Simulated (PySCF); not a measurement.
# Antimony: a sound run and one with changed settings

Sound run: Sb²⁺ [Kr] 4d10 5s2 5p1, Sb³⁺ [Kr] 4d10 5s2. All numbers are calculated (PySCF 2.14, a scalar-relativistic core potential, in def2-SVP with the def2 core potential (28 electrons) (4s4p2d, 26 functions)). The sound run starts from symmetry-adapted Hartree-Fock orbitals and uses a fine grid where one is needed.

Changed run: basis STO-3G, all-electron and non-relativistic. This setting is unsound on purpose.

| species | method | sound run (hartree) | changed run (hartree) | converged |
| --- | --- | --- | --- | --- |
| Sb²⁺ | UHF | -238.36966 | -6250.58887 | yes |
| Sb²⁺ | r2SCAN | -239.35537 | -6252.72148 | yes |
| Sb²⁺ | B3LYP | -239.35270 | -6252.53838 | yes |
| Sb³⁺ | UHF | -237.48353 | -6249.73394 | yes |
| Sb³⁺ | r2SCAN | -238.44030 | -6251.83332 | yes |
| Sb³⁺ | B3LYP | -238.43977 | -6251.65025 | yes |

Ionisation energy of Sb²⁺:

```json
{"method": "UHF", "sound run (eV)": "24.113", "changed run (eV)": "23.264"}
{"method": "r2SCAN", "sound run (eV)": "24.900", "changed run (eV)": "24.168"}
{"method": "B3LYP", "sound run (eV)": "24.842", "changed run (eV)": "24.167"}
```

A minimal basis cannot let orbitals breathe on ionisation and holds almost no correlation. The Hamiltonian changed with the basis, so the totals do not compare.

For comparison, NIST gives 25.323 eV between the lowest levels.
